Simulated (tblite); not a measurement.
Compound: C3H12N2Si.
Bonds: C1–C2, C2–C3, C3–N4, N4–N5, N5–Si6. Hydrogens: H7, H8, H9 on C1; H10, H11 on C2; H12, H13 on C3; H14 on N4; H15 on N5; H16, H17, H18 on Si6.

Structure optimised with GFN2-xTB, isolated species.

Q: Give the optimised bond lengths and angles.

A: 
```tsv
bond	length (Å)	order
C1–C2	1.523	single
C2–C3	1.526	single
C3–N4	1.457	single
N4–N5	1.415	single
N5–Si6	1.725	single
C1–H7, C1–H8, C1–H9	1.087	single
C2–H10, C2–H11	1.092	single
C3–H12, C3–H13	1.099	single
N4–H14	1.018	single
N5–H15	1.011	single
Si6–H16, Si6–H18	1.461	single
Si6–H17	1.473	single
```

Bonds in one row agree within 0.01 Å and their mean is given. Orders are formal, as drawn. A selection of angles:
```tsv
angle	degrees
C2–C1–H7	110.6
C2–C1–H8	110.4
H7–C1–H8	108.5
H8–C1–H9	108.4
C1–C2–C3	111.7
C1–C2–H10	109.6
C3–C2–H10	109.0
H10–C2–H11	107.8
C2–C3–N4	110.1
C2–C3–H12	109.9
N4–C3–H12	107.1
N4–C3–H13	111.9
H12–C3–H13	107.8
C3–N4–N5	114.0
C3–N4–H14	109.1
N5–N4–H14	107.0
N4–N5–Si6	125.3
N4–N5–H15	108.9
Si6–N5–H15	118.9
N5–Si6–H16	103.1
N5–Si6–H17	117.2
N5–Si6–H18	104.5
H16–Si6–H17	109.8
H16–Si6–H18	114.4
H17–Si6–H18	108.0
```

Torsions: C1–C2–C3–N4 -62° (synclinal); C2–C3–N4–N5 179° (antiperiplanar); C3–N4–N5–Si6 64° (synclinal). The mirror-image conformer, all signs reversed, is as good.

N5 (hydrazine nitrogen) has angles 125.3°, 118.9° and 108.9°, sum 353.2°, 0.20 Å off the plane of its three neighbours. Si6 (SiH3 silicon) is distorted tetrahedral (angles from 103.1° to 117.2°). N4 (hydrazine nitrogen) is pyramidal (angles 114.0°, 109.1° and 107.0°, sum 330.1°, 0.41 Å off the plane of its three neighbours). Of the pairs four or more bonds apart, Si6···H13 is among the closest relative to their van der Waals radii: 3.00 Å, 91 % of the sum of Bondi's values.

Point group: C1 (no symmetry element, even within 0.4 Å). Its GFN2-xTB frequencies are all real (lowest 44 cm⁻¹). The numbers are those of one conformer. 3 starts were optimised and ended at 0.00, 0.07 and 0.14 kcal/mol (GFN2-xTB); the lowest of these is shown.

These are computed values.
